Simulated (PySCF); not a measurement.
# Gas-phase thermal properties of SnH₂Cl₂

Energies from PySCF (xtb for GFN2), thermal terms from the rigid-rotor harmonic-oscillator model, ideal gas at 1 bar. All species are closed-shell singlets. Sn: scalar-relativistic def2 core potential, no spin-orbit coupling. SnH₂Cl₂: computed as isolated molecules; such fragments, hydroxides, amides, oligomers or adducts are transient or little studied in the gas. The harmonic model lacks anharmonicity and excited electronic states, which grow with temperature; levels with a mode under 35 cm⁻¹ are left out. Soft modes under 120 cm⁻¹ make the harmonic entropy rough for SnH₂Cl₂.

```csv
level,point group,σ,ZPE (kJ/mol),S°298 (J/mol/K),Cp298 (J/mol/K),S°1000 (J/mol/K),H1000 − H298 (kJ/mol)
GFN2-xTB,C2v,2,33.4,321.4,77.7,431.5,65.5
PBE/def2-SVP,C2v,2,40.6,316.5,73.8,422.3,63.0
PBE0/def2-TZVP,C2v,2,42.5,314.7,72.9,419.4,62.4
```
σ: rotational symmetry number. Electronic degeneracy used: 1. Frequencies are unscaled.
